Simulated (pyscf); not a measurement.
**HO–B(OH)–Cl, singlet**

Gas-phase minimum from PySCF at ωB97X-D3(BJ)/def2-SVP, one conformer. 

```xyz
6

O      1.5869    -0.7870    -0.4029
B      0.5889    -0.2484     0.3471
O      0.8606     0.5375     1.4122
Cl    -1.1146    -0.5625    -0.0525
H      1.2639    -1.3263    -1.1327
H      1.8110     0.6445     1.5410
```

Bonded distances (Å): O1–B2 1.360, O1–H5 0.963, B2–O3 1.351, B2–Cl4 1.778, O3–H6 0.965. Angles (°): B2–O1–H5 113.2, O1–B2–O3 121.2, O1–B2–Cl4 120.6, O3–B2–Cl4 118.2, B2–O3–H6 111.6.

Properties at ωB97X-D3(BJ)/def2-SVP:

| Item | Value |
|---|---|
| Harmonic wavenumbers, unscaled | 344, 404, 481, 544, 627, 667, 1001, 1022, 1313, 1504, 3901, 3927 cm⁻¹ |
| Zero-point energy | 22.5 kcal/mol |
| Rotational symmetry number | 1 |
| Entropy of this conformer at 298 K and 1 atm, rigid rotor and harmonic oscillator, modes under 100 cm⁻¹ raised to 100 | 287.1 J/(mol K) |
| Dipole moment | 2.12 D |

Single-point totals, which compare only within one level (frozen core for MP2 and CC):

| level | total energy (hartree) |
|---|---|
| ωB97X-D3(BJ)/def2-TZVP | -636.99310 |
| PBE/def2-TZVP | -636.56066 |
| r²SCAN/def2-TZVP | -636.82937 |
| B3LYP-D3(BJ)/def2-TZVP | -636.97348 |
| PBE0-D3(BJ)/def2-TZVP | -636.60541 |
| M06-2X/def2-TZVP | -636.87140 |
| ωB97M-D3(BJ)/def2-TZVP | -637.04352 |
| HF/def2-TZVPP | -635.32953 |
| MP2/def2-TZVPP | -636.09165 |
| CCSD/def2-TZVPP | -636.11317 |
| CCSD(T)/def2-TZVPP | -636.14310 |

The CCSD(T) − MP2 part came from Ansatz, without density fitting, on the same reference.
